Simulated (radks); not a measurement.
Results of a calculation; reference values are marked as such.
Species: Au II. Configuration: [Xe] 4f14 5d10.

Level of theory: Dirac Kohn-Sham, SOGGA, spin-unpolarised, spherical densities, finite nucleus; Fermi nuclear charge, rms radius 5.4371 fm (a radial shooting solver on a logarithmic mesh with Libxc functionals).

Energy parts (eV):
part                       energy
total                  -518038.37
kinetic                 594677.92
electron-nucleus      -1303993.28
Hartree                 201053.76
exchange-correlation     -9776.77

Orbitals (lengths in bohr, moments of r in powers of bohr; <r^-3> diverges for s and p1/2; r(90%) holds 90 % of the orbital's charge):
1s1/2: occ. 2; eigenvalue (eV) -80589.43; <r^2> 0.0003936; r(90%) 0.0308; <r^4> 4.256e-07; small-component weight 8.99e-02
2s1/2: occ. 2; eigenvalue (eV) -14215.84; <r^2> 0.005942; r(90%) 0.110; <r^4> 0.00006197; small-component weight 2.06e-02
2p1/2: occ. 2; eigenvalue (eV) -13638.17; <r^2> 0.004203; r(90%) 0.0967; <r^4> 0.00003680; small-component weight 2.07e-02
2p3/2: occ. 4; eigenvalue (eV) -11803.69; <r^-3> 20500; <r^2> 0.005391; r(90%) 0.108; <r^4> 0.00005701; small-component weight 1.84e-02
3s1/2: occ. 2; eigenvalue (eV) -3361.101; <r^2> 0.03860; r(90%) 0.270; <r^4> 0.002255; small-component weight 6.88e-03
3p1/2: occ. 2; eigenvalue (eV) -3100.143; <r^2> 0.03518; r(90%) 0.262; <r^4> 0.001965; small-component weight 6.83e-03
3p3/2: occ. 4; eigenvalue (eV) -2695.378; <r^-3> 4766; <r^2> 0.04160; r(90%) 0.283; <r^4> 0.002713; small-component weight 6.16e-03
3d3/2: occ. 4; eigenvalue (eV) -2259.965; <r^-3> 832.4; <r^2> 0.03191; r(90%) 0.256; <r^4> 0.001800; small-component weight 6.05e-03
3d5/2: occ. 6; eigenvalue (eV) -2172.936; <r^-3> 690.4; <r^2> 0.03365; r(90%) 0.263; <r^4> 0.001983; small-component weight 5.87e-03
4s1/2: occ. 2; eigenvalue (eV) -735.6434; <r^2> 0.1873; r(90%) 0.584; <r^4> 0.05072; small-component weight 2.33e-03
4p1/2: occ. 2; eigenvalue (eV) -624.1645; <r^2> 0.1910; r(90%) 0.595; <r^4> 0.05413; small-component weight 2.24e-03
4p3/2: occ. 4; eigenvalue (eV) -527.0171; <r^-3> 1147; <r^2> 0.2237; r(90%) 0.644; <r^4> 0.07414; small-component weight 1.98e-03
4d3/2: occ. 4; eigenvalue (eV) -344.1072; <r^-3> 179.6; <r^2> 0.2364; r(90%) 0.675; <r^4> 0.08879; small-component weight 1.78e-03
4d5/2: occ. 6; eigenvalue (eV) -326.0118; <r^-3> 145.6; <r^2> 0.2480; r(90%) 0.691; <r^4> 0.09771; small-component weight 1.71e-03
5s1/2: occ. 2; eigenvalue (eV) -116.4441; <r^2> 0.9680; r(90%) 1.33; <r^4> 1.366; small-component weight 5.85e-04
4f5/2: occ. 6; eigenvalue (eV) -91.3889; <r^-3> 30.27; <r^2> 0.2976; r(90%) 0.796; <r^4> 0.1826; small-component weight 1.34e-03
4f7/2: occ. 8; eigenvalue (eV) -87.5775; <r^-3> 28.75; <r^2> 0.3062; r(90%) 0.807; <r^4> 0.1938; small-component weight 1.31e-03
5p1/2: occ. 2; eigenvalue (eV) -80.2832; <r^2> 1.141; r(90%) 1.46; <r^4> 1.971; small-component weight 5.00e-04
5p3/2: occ. 4; eigenvalue (eV) -63.7960; <r^-3> 190.4; <r^2> 1.382; r(90%) 1.61; <r^4> 2.919; small-component weight 4.20e-04
5d3/2: occ. 4; eigenvalue (eV) -16.2203; <r^-3> 16.24; <r^2> 2.800; r(90%) 2.40; <r^4> 14.95; small-component weight 2.24e-04
5d5/2: occ. 6; eigenvalue (eV) -14.6482; <r^-3> 12.53; <r^2> 3.070; r(90%) 2.52; <r^4> 18.25; small-component weight 2.06e-04

The highest occupied level is 5d5/2 at -14.648 eV. The density falls to 0.001 e/bohr^3 at r = 3.78 bohr.
